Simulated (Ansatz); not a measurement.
Geometry optimisation, Ansatz 0.2.0, RKS PBE/def2-SVP.

input.yaml

```yaml
crystal:
  periodic: [false, false, false]
  atoms:
    - { symbol: B, position_ang: [-0.4084, 2.0885, 0.4079] }
    - { symbol: O, position_ang: [0.3216, 1.2515, -0.4702] }
    - { symbol: P, position_ang: [1.098, 0.1676, 0.604] }
    - { symbol: Si, position_ang: [0.2867, -1.6272, -0.2701] }
    - { symbol: O, position_ang: [-1.4411, -1.7221, 0.1608] }
    - { symbol: H, position_ang: [0.0093, 3.1615, 0.7875] }
    - { symbol: H, position_ang: [-1.5443, 1.8547, 0.6756] }
    - { symbol: H, position_ang: [0.76324, 1.05672, -1.33456] }
    - { symbol: H, position_ang: [0.9133, -2.8166, 0.2723] }
    - { symbol: H, position_ang: [0.329, -1.5769, -1.708] }
    - { symbol: H, position_ang: [-1.8653, -0.925, -0.2333] }
basis:
  gaussian: { orbitals: def2-SVP }
hamiltonian:
  xc: pbe
relax:
  f_tol: 0.02
  max_steps: 50
```

Launched with:

```bash
$ ansatz run input.yaml --threads 2 --pin off --max-ram 3072MiB --backend cpu --events-out ev --progress --plain --runs-dir out
```

**Question.** Where does it end, and by what steps?

**Answer.** The run converged. After 27 steps the energy has fallen by 2.381 eV; H8 moved furthest, 1.12 Å. Joined: B1–P3.

```
step  energy less start (eV)  largest force component (eV/Å)  accepted
   0                  0.0000                           4.698       yes
   1                 -0.9611                           3.071       yes
   2                 -1.4474                           2.008       yes
   3                 -1.8852                           1.673       yes
   4                 -2.0650                           1.669       yes
   5                 -2.2498                           0.544       yes
   6                 -2.3144                           0.188       yes
   7                 -2.3207                           0.128       yes
   8                 -2.3308                           0.138       yes
   9                 -2.3383                           0.266       yes
  10                 -2.3437                           0.329       yes
  11                 -2.3482                           0.386       yes
  12                 -2.3519                           0.281       yes
  13                 -2.3549                           0.165       yes
  14                 -2.3565                           0.180       yes
  15                 -2.3577                           0.285       yes
  16                 -2.3599                           0.182       yes
  17                 -2.3644                           0.150       yes
  18                 -2.3621                           0.516        no
  19                 -2.3710                           0.064       yes
  20                 -2.3752                           0.251       yes
  21                 -2.3772                           0.213       yes
  22                 -2.3785                           0.174       yes
  23                 -2.3795                           0.112       yes
  24                 -2.3799                           0.073       yes
  25                 -2.3803                           0.044       yes
  26                 -2.3804                           0.027       yes
  27                 -2.3807                           0.006       yes
```

```xyz
11
Properties=species:S:1:pos:R:3
B -0.257 1.533 0.506
O 0.182 1.401 -1.002
P 1.268 0.341 0.141
Si 0.124 -1.594 -0.272
O -1.535 -1.370 -0.362
H 0.045 2.602 1.002
H -1.381 1.095 0.686
H 0.713 2.178 -1.273
H 0.575 -2.451 0.890
H 0.552 -2.250 -1.552
H -1.825 -0.573 0.127
```

Whether the end is a true minimum wasn't checked by a vibrational analysis.

The run took 62 s on 2 threads of Intel(R) Xeon(R) Platinum 8259CL CPU @ 2.50GHz (Skylake/Cascade Lake), with other jobs on the host, peak memory 0.17 GiB.
